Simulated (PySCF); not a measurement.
Species: C5H8FN.
Structure used (GFN2-xTB), in Å, numbered top down from 1:
```
atom  x, y, z in Å
C1     2.0492   -0.7743    1.0083
C2     1.2986   -0.4640   -0.0315
F3     1.2064   -1.3370   -1.0650
C4     0.4685    0.7631   -0.2291
C5    -0.9907    0.4420    0.0865
C6    -1.7663   -0.1796   -1.0260
N7    -1.5507    0.6459    1.1896
H8     2.1447   -0.1046    1.8413
H9     2.5915   -1.7017    1.0458
H10    0.8296    1.5482    0.4365
H11    0.5540    1.0894   -1.2669
H12   -1.8720    0.5322   -1.8438
H13   -2.7515   -0.4677   -0.6731
H14   -1.2415   -1.0532   -1.4076
H15   -0.9741    1.0691    1.9131
```

The calculation used TDDFT CAM-B3LYP/def2-SVPD, vertical, gas phase, core orbitals frozen in the response (PySCF 2.14.0, density-fitted response routines).

Computed states:

```json
{"state": "S1", "E (eV)": "5.26", "f": "0.0035"}
{"state": "S2", "E (eV)": "6.76", "f": "0.089"}
{"state": "S3", "E (eV)": "7.00", "f": "0.153"}
{"state": "S4", "E (eV)": "7.32", "f": "0.052"}
{"state": "S5", "E (eV)": "7.59", "f": "0.092"}
{"state": "S6", "E (eV)": "7.84", "f": "0.087"}
{"state": "S7", "E (eV)": "7.92", "f": "0.0079"}
{"state": "S8", "E (eV)": "8.14", "f": "0.096"}
```

Each state is given a Gaussian of 0.25 eV full width at half maximum, with ε(max) = 2.175×10⁸ f / Δν̃ (Δν̃ the width in cm⁻¹). The cross-section is σ = 3.8235×10⁻²¹ ε cm², given in Mb (10⁻¹⁸ cm²). The width is an assumption, not a result. The curve ends short of the highest state used, and states not computed would add to its high-energy end.

(1) Give the broadened spectrum and its maxima.

(2) Coming from long wavelengths, where does ε first pass 100 L mol⁻¹ cm⁻¹?

(3) On this curve, what absorbance would a 10⁻⁵ mol/L sample give at 222 nm over a 1 cm path?

Results:

(1) 
```csv
E (eV),σ (Mb)
4.89,0.00
5.00,0.07
5.12,0.60
5.23,1.38
5.35,1.00
5.46,0.24
5.58,0.02
5.69,0.00
5.81,0.00
5.93,0.00
6.04,0.00
6.16,0.00
6.27,0.00
6.39,0.09
6.50,1.93
6.62,15.92
6.74,39.00
6.85,47.13
6.97,65.08
7.08,50.97
7.20,22.93
7.31,23.57
7.43,25.45
7.54,37.85
```

Maxima: 236 nm (5.26 eV), ε about 380, made up of S1 (100%); 177 nm (6.99 eV), ε about 17000, made up of S3 (95%) (ε in L mol⁻¹ cm⁻¹; maxima over ε = 5, shares over 10%). At its high-energy end, 7.54 eV, the curve is still rising (ε about 9900, from S5).

(2) At about 244 nm (5.09 eV), 0.17 eV below S1.

(3) 222 nm is 5.585 eV, where ε is about 3.5 L mol⁻¹ cm⁻¹, so A = ε c l ≈ 3.5e-05 (Beer–Lambert, with the gas-phase spectrum and the assumed width).

One conformer stands for the species.
